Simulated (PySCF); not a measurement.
**Electron correlation in B (boron, neutral)**

[He] 2s1 2p2, high-spin 4P determinant (an excited configuration). Calculation: PySCF 2.14, in def2-TZVPPD (6s3p3d1f, 37 functions); no relativity, point nucleus. Frozen: 1s2; 3 electrons correlated.

```
  level  correlation energy (mhartree)
   CCSD                         -15.84
    (T)                          -0.09
CCSD(T)                         -15.93
  CCSDT                         -15.97
```

Diagnostics: T1 = 0.0040, D1 = 0.0063, largest double amplitude 0.037.

Is a single reference adequate?

Yes: T1 lies below 0.03 and no double amplitude reaches 0.07.
